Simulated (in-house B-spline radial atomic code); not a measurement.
A radial electron density 4πr²n(r) was computed for an atom or ion in its tabulated ground configuration with an all-electron radial atomic-structure program (B-spline basis); method: non-relativistic LDA VWN5, spin-polarised, spherical fractional occupations. Columns: r (bohr), 4πr²n(r) (electrons per bohr), bar.

```
  0.0018     1.15 #
 0.00219    1.656 #
 0.00267    2.377 ##
 0.00325    3.379 ###
 0.00395    4.746 ####
  0.0048    6.593 #####
 0.00584    9.056 ########
 0.00711    12.25 ##########
 0.00865    16.24 #############
  0.0105    20.96 #################
  0.0128    26.44 ######################
  0.0156    32.18 ###########################
   0.019    37.56 ###############################
  0.0231    41.73 ###################################
  0.0281    43.92 ####################################
  0.0341    43.66 ####################################
  0.0415    41.26 ##################################
  0.0505    38.15 ################################
  0.0615    36.56 ##############################
  0.0748    38.48 ################################
   0.091    43.99 #####################################
   0.111     50.4 ##########################################
   0.135    52.97 ############################################
   0.164    48.86 #########################################
   0.199     39.9 #################################
   0.243     31.8 ##########################
   0.295    30.32 #########################
   0.359    34.22 ############################
   0.437    36.85 ###############################
   0.532    32.83 ###########################
   0.647    23.31 ###################
   0.787    13.58 ###########
   0.958    7.498 ######
    1.17    4.991 ####
    1.42    3.898 ###
    1.72    2.694 ##
     2.1    1.351 #
    2.55   0.4711 
    3.11   0.1014 
    3.78  0.01325 
     4.6 0.0009228 
    5.59 3.173e-05
```

Task: Which atom or ion is it?
A. Kr4+
B. Br4+
C. Kr3+
D. Se4+

Result: A. The area under the curve, ∫4πr²n dr = ∫r·4πr²n d(ln r) on this logarithmic grid, is 32 electrons, which only this option has. The configuration is [Ar] 3d10 4s2 4p2.
